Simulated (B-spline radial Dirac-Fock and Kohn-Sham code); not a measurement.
O: photoemission with Cr Kα (5414.7 eV) photons

System: neutral oxygen, configuration [He] 2s2 2p4.

Input of the calculation (task.json; shells as n, l, electrons):

```json
{"items": [{
  "Z": 8,
  "q": 0,
  "cfg": [[1, 0, 2], [2, 0, 2], [2, 1, 4]],
  "A": 16,
  "rrms": 2.6991,
  "do": ["binding", "quiet", "photo", "scan"],
  "hv": [21.22, 40.81, 60, 80, 100, 150, 200, 300, 400, 600, 800, 1000, 1253.6, 1486.9, 2000, 2984.4, 4000, 5414.7, 6000, 8047.8, 9251.7, 12000, 15000, 17479.3, 22162.9, 30000, 40000, 59318.2, 80000, 100000, 150000, 200000]
}]}
```

Run with: `python xray_run.py task.json out`

The computed values come from a radial atomic solver: the independent-particle Dirac-Slater model, thresholds from Dirac-Fock. The asymmetry parameter β is from the dipole term alone. Kinetic energies are from the vacuum level. Open shells are spread statistically over j, without multiplet splitting.

The last column is dσ/dΩ = σ/(4π) · [1 + β P₂(cos θ)] at θ = 0° from the polarisation vector of linearly polarised light.

```tsv
subshell	electrons	binding (eV)	kinetic (eV)	σ (kb)	β	dσ/dΩ (kb/sr)
1s	2	545.6	4869.1	0.940	2.00	0.224
2s	2	31.79	5382.9	0.0499	2.00	0.0119
2p1/2	1.33	14.60	5400.1	0.000665	0.17	6.19e-05
2p3/2	2.67	14.56	5400.1	0.00131	0.15	0.000120
```

Branching ratios of the spin-orbit partners (statistical value in brackets): 2p 1.96 (2.00).
